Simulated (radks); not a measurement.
Nd+, 59 electrons, occupied as [Xe] 4f4 6s1. Calculated with a radial shooting solver on a logarithmic mesh with Libxc functionals: scalar-relativistic Kohn-Sham, r2SCAN, spin-polarised, spherical densities, finite nucleus; open shells are filled with parallel spins first (spin-orbit coupling, left out, can overturn this in heavy ions); meta-GGA in the generalised Kohn-Sham scheme; Fermi nuclear charge, rms radius 4.9123 fm.

Local quantities along the radius. ELF = 1/(1 + alpha^2) is the electron localisation function; alpha = (tau - tau_W)/tau_unif compares the Pauli kinetic energy density with that of the uniform gas (summed over spins). tau is taken from the large components.

```
   r/bohr * ELF (the largest magnitude, 0.999, reaches the edge; | marks zero)
 0.001322 |                                                      *
 0.001792 |                                                      *
 0.002448 |                                                      *
 0.003317 |                                                      *
 0.004496 |                                                      *
 0.006093 |                                                      *
 0.008258 |                                                      *
  0.01128 |                                                     *
  0.01529 |                                                   *
  0.02072 |                                        *
  0.02808 |                      *
  0.03806 |                  *
    0.052 |                               *
  0.07047 |                                        *
  0.09551 |                                *
   0.1294 |                 *
   0.1754 |                              *
   0.2397 |                                        *
   0.3248 |                     *
   0.4402 |                *
   0.5966 |                                        *
   0.8085 |                              *
    1.096 |               *
    1.497 |                                *
    2.029 |                                *
     2.75 |          *
    3.726 |                *
     5.05 |                                             *
    6.899 |                                                *
     9.35 |                       *
```

On this mesh the ELF has minima near r = 0.033, 0.13, 0.38, 1.1, 3.2 bohr, which separate the shells, and maxima near 0.070 (0.75), 0.24 (0.75), 0.60 (0.74), 1.7 (0.67), 5.9 (0.90).
